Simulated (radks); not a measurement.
Spherical quantum dot in the effective-mass picture: electrons in a parabolic well V = omega^2 r^2 / 2 with omega = 0.225, with a point charge +2 (a donor) at the centre, all in effective atomic units (hartree* = m*/eps^2 hartree, bohr* = eps/m* bohr), one dielectric constant everywhere. Method: non-relativistic Kohn-Sham, r2SCAN, spin-polarised, spherical densities, generalised Kohn-Sham scheme; computed with a radial shooting solver with Libxc functionals. Levels are named by radial order and angular momentum (1s, 1p, 1d, 2s, ...), and open shells are averaged over m.

N = 12, configuration 1s2 1p6 1d(up 2, down 0) 2s2. This is the lowest configuration that the search found. Occupied and some empty levels:

| level | occupation | eigenvalue (hartree*) | <r> (bohr*) |
|---|---|---|---|
| 1s down | 1 | 1.8668 | 0.9761 |
| 1s up | 1 | 1.8694 | 0.9730 |
| 2s up | 1 | 2.3827 | 4.423 |
| 2s down | 1 | 2.4035 | 4.299 |
| 1p up | 3 | 2.4266 | 4.481 |
| 1p down | 3 | 2.4472 | 4.346 |
| 1d up | 2 | 2.5487 | 5.039 |
| 1d down | 0 | 2.5781 | 4.981 |
| 1f up | 0 | 2.6891 | 5.453 |
| 1f down | 0 | 2.7236 | 5.414 |
| 2p up | 0 | 2.7421 | 4.569 |
| 2p down | 0 | 2.7551 | 4.568 |
| 1g up | 0 | 2.8468 | 5.814 |
| 1g down | 0 | 2.8866 | 5.760 |

Energy (hartree*): total 12.3579, kinetic 4.5814, external -6.0832, Hartree 16.896, exchange-correlation -3.0358.
